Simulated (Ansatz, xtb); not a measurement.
## Al2FH5Si: which of two structures lies lower

Structure a is `[F][AlH][AlH][SiH3]`, a singlet and structure b is a singlet given by its coordinates. Both are isolated molecules in the gas phase, relaxed with BLYP-D3(BJ)/def2-SVP; the shapes shown needn't be the lowest conformers.

a (Å):

```yaml
atoms:
  - { symbol: Al, position_ang: [-2.3159, -2.7875, -0.8396] }
  - { symbol: Al, position_ang: [-2.9765, -0.5496, 0.2959] }
  - { symbol: F, position_ang: [-1.9644, -4.0795, 0.1953] }
  - { symbol: Si, position_ang: [-1.3327, 1.1700, 0.9930] }
  - { symbol: H, position_ang: [-2.1545, -3.1357, -2.3945] }
  - { symbol: H, position_ang: [-4.5172, -0.2000, 0.5829] }
  - { symbol: H, position_ang: [-1.5995, 2.4751, 0.2864] }
  - { symbol: H, position_ang: [0.0934, 0.7865, 0.7015] }
  - { symbol: H, position_ang: [-1.4341, 1.4381, 2.4729] }
```

b (Å):

```xyz
9

Al   -2.2095   -3.1111   -0.8167
Al   -1.5142   -0.8451   -2.1149
F    -2.4040   -4.2217    0.4278
Si   -0.6406   -0.1074    0.0949
H    -0.4779   -1.4446   -3.1766
H    -2.9622   -0.3328   -2.5639
H     0.4261   -1.0355    0.6207
H    -1.7188   -0.0711    1.1494
H    -0.0345    1.2721    0.0389
```

Close contacts (Å): Al1–Al2 2.70, Al1–F3 1.68, Al2–Si4 2.49, Al2–H5 1.60, Al2–H6 1.60, Si4–H7 1.51, Si4–H8 1.51, Si4–H9 1.51.

**Question.** Estimate which is lower in electronic energy at CCSD(T)/def2-SVP + ΔMP2/def2-TZVPP, and by roughly how much.

**Answer.** Too close to call at this level: CCSD(T)/def2-SVP + ΔMP2/def2-TZVPP gives E(b) − E(a) = +0.071 eV.

The same difference at several levels:

| level | geometry | E(b) − E(a) (eV) | departure from the last row (eV) | job, with rough time for the two |
| --- | --- | --- | --- | --- |
| BLYP-D3(BJ)/def2-SVP | BLYP-D3(BJ)/def2-SVP | −0.059 | −0.130 | optimisation, 5.6 min |
| HF/def2-SVP | BLYP-D3(BJ)/def2-SVP | +0.370 | +0.299 | part of the CCSD(T) run |
| MP2/def2-SVP | BLYP-D3(BJ)/def2-SVP | +0.127 | +0.056 | part of the CCSD(T) run |
| CCSD(T)/def2-SVP | BLYP-D3(BJ)/def2-SVP | +0.090 | +0.019 | single point |
| CCSD(T)/def2-SVP + ΔMP2/def2-TZVPP | BLYP-D3(BJ)/def2-SVP | +0.071 |  | single point, 58 s |

BLYP-D3(BJ)/def2-SVP puts the two in the other order. The largest departure from CCSD(T)/def2-SVP + ΔMP2/def2-TZVPP is that of HF/def2-SVP, 0.299 eV. Levels run at GFN2-xTB geometries aren't shown. The last row adds to CCSD(T) the change of the MP2 difference between the two basis sets, here −0.019 eV.

With harmonic frequencies from BLYP-D3(BJ)/def2-SVP (ideal gas, rigid rotor, one conformer each, 298.15 K, 1 atm): on the last row, ΔE + ΔZPE = +0.066 eV. A mode under 50 cm⁻¹ makes harmonic enthalpies and free energies unreliable, so none is given.

The correlated steps freeze 16 core orbitals. Run with Ansatz 0.2.0; the last row on 1 thread of Intel(R) Xeon(R) Processor @ 2.50GHz (Skylake/Cascade Lake) on a shared host.
